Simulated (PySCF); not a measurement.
Tl⁷⁵⁺: ionisation energy

Tl⁷⁵⁺ [He] 2s2 2p2 (3P) → Tl⁷⁶⁺ [He] 2s2 2p1 (2P), as a difference of total energies. All numbers are calculated (PySCF 2.14, scalar relativity by spin-free X2C-1e, in an even-tempered Gaussian basis (18 s from 57 bohr⁻², ratio 2.2; 13 p from 74 bohr⁻², ratio 2.2; 5 d from 270 bohr⁻², ratio 2.4; 5 f from 410 bohr⁻², ratio 2.4; 4 g from 610 bohr⁻², ratio 2.4)). Correlated levels: nothing frozen; virtual orbitals above 40 to 60 times the deepest correlated orbital energy dropped. The calculations carry no spin-orbit coupling.

```tsv
method	ionisation energy (eV)
UHF	21332.2
LDA	21322.4
PBE	21329.4
PBE0	21330.4
r2SCAN	21336.8
M06-L	21335.1
B2PLYP	21332.4
MP2 (all electrons)	21332.4
SCS-MP2 (all electrons)	21332.1
```

Spin-orbit coupling is strong in these open shells (close to jj coupling). The scalar numbers leave it out and a first-order estimate fails, so it can dominate the gap to the real levels.

For this ion Breit and QED terms and the two-electron picture change, all absent here, outweigh the differences among the correlated methods.

For comparison: 22780 ± 100 eV (theoretical estimate listed by NIST; NIST Atomic Spectra Database, ionization energies).
